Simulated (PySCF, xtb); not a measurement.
tin monoxide (OSn), SMILES [Sn]=[O] (connectivity only; charge and spin as stated), neutral, multiplicity 1.

Harmonic wavenumbers (cm⁻¹) from GFN2-xTB in xtb 6.7.1 at its own minimum, in rising order: 706.

### Question
What does PBE0-D3(BJ)/def2-TZVP (PySCF 2.14.0) give at its own minimum? (An estimate is asked for; the answer gives what the named calculation found.)

### Answer
873. Paired by order, the mean absolute difference is 168 cm⁻¹ and the zero-point energies are 1.0 and 1.2 kcal/mol.
